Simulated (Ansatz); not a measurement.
Saddle point of SiH3ClOF2, closed shell (SiHClF₂ ([F][SiH]([F])[Cl]) + H₂O → SiH₂OF₂ ([OH][SiH]([F])[F]) + HCl; bonds formed: Si1–O7, Cl2–H6; bonds broken: Si1–Cl2, H6–O7), PBE0-D4/def2-TZVP structure:

```xyz
8
angstrom
Si -0.5492 -0.3598 -0.2751
Cl 1.6319 0.2528 -1.3981
F 0.0059 -1.8322 -0.1637
F -1.7896 -0.4401 0.7412
H -1.1667 0.1196 -1.5048
H 1.2339 0.8019 0.1477
O 0.3180 0.7830 0.7466
H 0.3157 0.6748 1.7062
```

Energies are electronic, without zero-point energy. Barriers and step energies count from the start structure reached by relaxing down the imaginary mode; all methods use the PBE0-D4 structures, on which another method's saddle can fall below an end. Program: Ansatz 0.2.0. Basis: def2-TZVPP, with def2-QZVPP for the basis limit. Cores are frozen in the correlated methods. B3LYP uses VWN-RPA correlation. Extrapolation: Hartree–Fock as exp(−7.88 √X), correlation as X^−2.97.

| method | barrier (kJ/mol) | step energy (kJ/mol) |
| --- | --- | --- |
| SPW92 | 21.6 | -24.6 |
| PBE-D4 | 62.9 | -15.5 |
| BLYP-D4 | ? | -21.7 |
| r2SCAN-D4 | 65.8 | -18.4 |
| B97M-V | 82.8 | -18.2 |
| PBE0-D4 | 69.7 | -17.4 |
| B3LYP-D4 | 79.2 | -23.3 |
| r2SCAN0-D4 | ? | -19.9 |
| BHLYP-D4 | 86.9 | -25.0 |
| CAM-B3LYP-D4 | 75.3 | -27.9 |
| wB97X-V | 79.6 | -19.7 |
| wB97M-V | 75.5 | -18.3 |
| B2PLYP | 81.5 | -26.6 |
| PBE-QIDH | 75.1 | -21.8 |
| RPA on PBE | 89.8 | -25.2 |
| HF | ? | -31.2 |
| MP2 | 81.0 | -23.7 |
| CCSD | 91.9 | -26.8 |
| CCSD(T) | 85.6 | -25.4 |

(1) Fill in the withheld barriers. (Judge from chemistry; the value comes from the calculation.)

T1 diagnostic: at most 0.011.

Results:

(1) By the calculation: BLYP-D4 76.2; r2SCAN0-D4 70.2; HF 119.5 kJ/mol. Each is the energy of the saddle less that of the start structure, by the same method.

For comparison, the barrier by CCSD(T) at an estimated basis limit (MP2 extrapolated from triple and quadruple zeta, plus CCSD(T) − MP2 in triple zeta) is 82.4 kJ/mol.

The step is the kind of ligand exchange by which a precursor binds to a hydroxyl group, or is hydrolysed, in atomic layer deposition of oxides.

Labels in which every atom is bracketed show which atoms are joined, not bond orders.

For scale, one of the runs: CCSD(T)/def2-TZVPP, 219 basis functions, launched by `ansatz run in.yaml --threads 4 --pin off --events-out ev --progress --plain --max-ram 9574MiB`. The run took 2.1 min on 4 CPU threads of an Arm Neoverse V1 (shared host), with 3.4 GiB of host memory at its peak.
